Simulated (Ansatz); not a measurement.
NiN₂H₄⁺, that is Ni(NH2)2 with one electron fewer. Charge 1, multiplicity 2. Geometry r2SCAN-D4/def2-TZVP, that of the neutral triplet; atoms count from 1.

Cartesian coordinates in Å:
```
Ni 0.0002 -0.0013 0.0000
N 0.2572 0.0120 1.7670
H -0.0731 0.7236 2.4043
H 0.7571 -0.6898 2.2954
N -0.2572 -0.0127 -1.7670
H -0.7552 0.6919 -2.2935
H 0.0710 -0.7237 -2.4062
```

The charge 1 doublet is spin-contaminated (final ⟨S²⟩ up to 1.51, 0.75 for a pure state).

(1) Estimate the Mulliken populations from the PBE0/def2-TZVP orbitals of Ansatz.

(2) Where does the spin sit?

(3) And the Mayer bond orders between bonded heavy atoms (over 0.3)?

## Answers

(1) 
```tsv
atom	charge (e)	spin (α − β)	d electrons
Ni1	0.60	1.15	8.58
N2	-0.44	0.72	–
H3	0.29	-0.02	–
H4	0.29	-0.02	–
N5	-0.36	-0.87	–
H6	0.30	0.02	–
H7	0.30	0.02	–
```
Mulliken values and Mayer orders depend strongly on the basis.

(2) Summed by element: Ni 1.15, N -0.15, H 0.00, of 1 unpaired in all. Largest on single atoms: Ni1 1.15, N5 -0.87, N2 0.72.

(3) Ni1–N2 1.11 (1.79 Å); Ni1–N5 0.90 (1.79 Å).
